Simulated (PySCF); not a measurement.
# Si (silicon, neutral) across methods

[Ne] 3s1 3p2 4s1, high-spin 5P determinant (an excited configuration). Computed with PySCF 2.14 in aug-cc-pV(T+d)Z with one added diffuse shell each of s, p, d, f type (7s6p5d3f, 71 functions), with no relativity, point nucleus. The B2PLYP total includes its PT2 part (frozen core); its orbital energies are those of the SCF part.

```json
{"method": "B2PLYP", "E (hartree)": "-288.8872", "mean ε 3s α (eV)": "-19.578", "mean ε 3p α (eV)": "-10.940", "mean ε 4s α (eV)": "-2.529", "Σ⟨r²⟩ (bohr²)": "70.89", "⟨S²⟩": "6.000"}
{"method": "PBE", "E (hartree)": "-288.8610", "mean ε 3s α (eV)": "-16.071", "mean ε 3p α (eV)": "-8.683", "mean ε 4s α (eV)": "-2.008", "Σ⟨r²⟩ (bohr²)": "67.43", "⟨S²⟩": "6.000"}
{"method": "M06-L", "E (hartree)": "-288.9837", "mean ε 3s α (eV)": "-16.515", "mean ε 3p α (eV)": "-8.813", "mean ε 4s α (eV)": "-1.942", "Σ⟨r²⟩ (bohr²)": "65.98", "⟨S²⟩": "6.000"}
{"method": "revPBE", "E (hartree)": "-288.9559", "mean ε 3s α (eV)": "-16.051", "mean ε 3p α (eV)": "-8.685", "mean ε 4s α (eV)": "-1.986", "Σ⟨r²⟩ (bohr²)": "67.71", "⟨S²⟩": "6.000"}
{"method": "LDA", "E (hartree)": "-287.8426", "mean ε 3s α (eV)": "-16.062", "mean ε 3p α (eV)": "-8.622", "mean ε 4s α (eV)": "-2.078", "Σ⟨r²⟩ (bohr²)": "66.27", "⟨S²⟩": "6.000"}
{"method": "UHF", "E (hartree)": "-288.54713", "mean ε 3s α (eV)": "-22.839", "mean ε 3p α (eV)": "-13.190", "mean ε 4s α (eV)": "-3.120", "Σ⟨r²⟩ (bohr²)": "73.35", "⟨S²⟩": "6.000"}
{"method": "r2SCAN0", "E (hartree)": "-288.9891", "mean ε 3s α (eV)": "-18.281", "mean ε 3p α (eV)": "-10.127", "mean ε 4s α (eV)": "-2.338", "Σ⟨r²⟩ (bohr²)": "68.75", "⟨S²⟩": "6.000"}
{"method": "PBE0", "E (hartree)": "-288.8910", "mean ε 3s α (eV)": "-17.880", "mean ε 3p α (eV)": "-9.903", "mean ε 4s α (eV)": "-2.355", "Σ⟨r²⟩ (bohr²)": "68.47", "⟨S²⟩": "6.000"}
{"method": "r2SCAN", "E (hartree)": "-288.9913", "mean ε 3s α (eV)": "-16.700", "mean ε 3p α (eV)": "-9.062", "mean ε 4s α (eV)": "-2.009", "Σ⟨r²⟩ (bohr²)": "68.51", "⟨S²⟩": "6.000"}
```

The outer electron is Rydberg-like, and this basis confines it to a smaller radius and binds it less than a complete one would.
